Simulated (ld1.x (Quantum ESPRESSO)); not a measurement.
## An all-electron radial function and its pseudo partner (Co)

Columns: radius, all-electron u(r) and pseudo u(r) of the 3d shell (level -8.69 eV) of cobalt in the configuration [Ne] 3s2 3p6 3d7 4s1.75 4p0.25; PBE, scalar-relativistic, PAW scheme, ld1.x (Quantum ESPRESSO) 7.5.

```tsv
r (bohr)	all-electron	pseudo
0.132	0.1476	0.0041
0.265	0.4909	0.0315
0.398	0.7664	0.0973
0.530	0.9121	0.2013
0.663	0.9538	0.3318
0.795	0.9302	0.4635
0.928	0.8729	0.5732
1.060	0.8019	0.6402
1.193	0.7271	0.6588
1.325	0.6550	0.6351
1.458	0.5872	0.5845
1.590	0.5257	0.5257
1.723	0.4697	0.4697
1.855	0.4200	0.4200
1.988	0.3752	0.3752
2.120	0.3356	0.3356
2.252	0.3003	0.3003
2.385	0.2686	0.2686
2.518	0.2403	0.2403
2.650	0.2153	0.2153
2.782	0.1929	0.1929
2.915	0.1727	0.1727
3.048	0.1546	0.1546
3.180	0.1386	0.1386
3.312	0.1243	0.1243
3.445	0.1113	0.1113
```

(1) How many radial nodes do the two functions have?

(2) At about which radius was the pseudo-wave matched?

(3) Is the pseudo-wave norm-conserving?

Results:

(1) The all-electron 3d function has n − l − 1 = 0; the pseudo-wave has 0.

(2) 1.70 bohr, where the columns begin to agree (steps of 0.13 bohr).

(3) No, it belongs to a PAW set: the norm inside the radius is not constrained, and the difference is carried by the augmentation charge.
